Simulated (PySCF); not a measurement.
## Structure from 2D NMR

Compound of formula C₅H₁₁NOSi₃. Correlations simulated from computed shifts and the bond graph:

HSQC (one-bond C–H):
```
  δH    δC
4.30  92.1
3.86  92.1
1.93  24.9
1.00  -5.0
0.79  -5.0
```

COSY cross peaks (H two or three bonds apart, from the bond graph; peaks can be absent where the dihedral angle is near 90°):
```
  δH    δH
6.56  5.28
6.56  4.76
6.56  4.70
5.28  1.00
5.28  0.79
4.76  4.70
4.76  1.00
4.76  0.79
4.70  1.00
4.70  0.79
4.30  3.86
1.00  0.79
```

HMBC (two and three bonds, from the bond graph):
```
  δH                  δC
6.56  165.5, 125.5, -5.0
5.28         125.5, -5.0
4.76                -5.0
4.70                -5.0
4.30         165.5, 24.9
3.86         165.5, 24.9
1.93         165.5, 92.1
1.00               125.5
0.79               125.5
```

Carbons without hydrogens: δ 165.5, 125.5.

[PySCF 2.14.0 with density-fitted response routines: GIAO PBE0/pcSseg-1 shieldings; GFN2-xTB geometry; no relativistic terms; averaged over atoms made equivalent by symmetry, fast rotation or ring inversion; one conformer; isolated molecule]

References, each an isolated molecule treated in the same way: TMS for ¹H (σref 31.72) and ¹³C (σref 186.93).

Exchangeable hydrogens are left out of these lists.

Question: Assemble the structure.

Answer: `C1[SiH2][Si@@H](OC(=C)C)[Si@@H]1C#N`.

Numbering as in the mapped SMILES `[CH2:1]=[C:2]([CH3:3])[O:4][Si@@H:5]1[SiH2:6][CH2:7][Si@H:8]1[C:9]#[N:10]`. Each H is labelled by its parent atom. Ha(C1) is cis to C3; Ha(Si6), Ha(C7) are cis to O4 on the ring; Hb(C1) is trans to C3; Hb(Si6), Hb(C7) are trans to O4 on the ring.

δC 165.5 is C2, an alkene carbon bearing oxygen. δC 125.5 is C9, a nitrile carbon. δC 92.1 is C1, a β carbon of an enol-ether or enamine type C=C (δH 4.30, 3.86). δC 24.9 is C3, an allylic methyl carbon (δH 1.93). δC -5.0 is C7, an sp3 CH2 bonded to 2 Si (δH 0.79, 1.00). HMBC from δH 6.56 reaches the proton-free carbons C2, C9. HMBC from δH 5.28 reaches the proton-free carbon C9. HMBC from δH 4.30 reaches the proton-free carbon C2. HMBC from δH 3.86 reaches the proton-free carbon C2. COSY links 6.56–5.28, 6.56–4.76, 6.56–4.70, 5.28–1.00, 5.28–0.79, 4.76–4.70.

This is the structure that produced the data.

Shifts are as computed. Against solution values, carbons near 30 ppm lie about +3 ppm off and those near 130 ppm about +5 ppm. Of 1211 compounds with measured shifts, 218 miss one by over three times the rms of a fit or turn the order of signals round; such compounds aren't used in these exercises.
